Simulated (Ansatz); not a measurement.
C$_{3}$H$_{10}$Si$_{2}$ (`C[SiH2]/C=C/[SiH3]`). Charge 0, multiplicity 1.

| atom | x (Å) | y (Å) | z (Å) |
| --- | --- | --- | --- |
| C1 | -0.428 | 1.583 | 2.243 |
| Si2 | -0.902 | -0.030 | 1.421 |
| C3 | 0.263 | -0.448 | 0.025 |
| C4 | -0.117 | -0.566 | -1.253 |
| Si5 | 1.052 | -0.968 | -2.646 |
| H6 | -0.463 | 2.408 | 1.528 |
| H7 | 0.584 | 1.529 | 2.650 |
| H8 | -1.110 | 1.814 | 3.066 |
| H9 | -0.872 | -1.123 | 2.435 |
| H10 | -2.276 | 0.052 | 0.851 |
| H11 | 1.319 | -0.598 | 0.260 |
| H12 | -1.172 | -0.418 | -1.491 |
| H13 | 0.644 | -2.224 | -3.333 |
| H14 | 2.423 | -1.129 | -2.094 |
| H15 | 1.054 | 0.118 | -3.664 |

(1) What are the harmonic wavenumbers in cm⁻¹ at PBE0-D4/def2-TZVP (Ansatz, finite differences of forces, unscaled)? (An estimate is asked.)

(2) Is this a minimum?

(3) Give the ideal-gas thermochemistry at 298.15 K and 1 bar (rigid rotor, harmonic oscillator; point group C1, symmetry number 1).

(4) And at 400, 500, 600, 800 and 1000 K?

(5) Rotational constants (cm⁻¹)?

## Answers

(1) Ansatz gave: 60, 96, 134, 141, 180, 248, 266, 486, 564, 585, 670, 687, 732, 752, 818, 822, 883, 896, 929, 935, 945, 951, 1049, 1194, 1275, 1315, 1450, 1451, 1634, 2200, 2209, 2214, 2216, 2228, 3052, 3103, 3115, 3136, 3140.

(2) Yes, all 39 modes are real.

(3) Zero-point energy 291.6 kJ/mol; H(298) − E = 317.3 kJ/mol; entropy 382.0 J/(mol·K), of which translation 166.6, rotation 116.7, vibration 98.8; G(298) − E = 203.4 kJ/mol. Modes under 100 cm⁻¹ are hindered rotations or soft bends, so the harmonic entropy is rough.

(4) 
```csv
T (K),H − E (kJ/mol),S (J/mol/K),G − E (kJ/mol)
400,333.0,427.2,162.1
500,351.4,468.1,117.3
600,372.2,505.9,68.6
800,419.3,573.5,-39.5
1000,472.1,632.2,-160.2
```

(5) 0.3394, 0.03345, 0.03219.
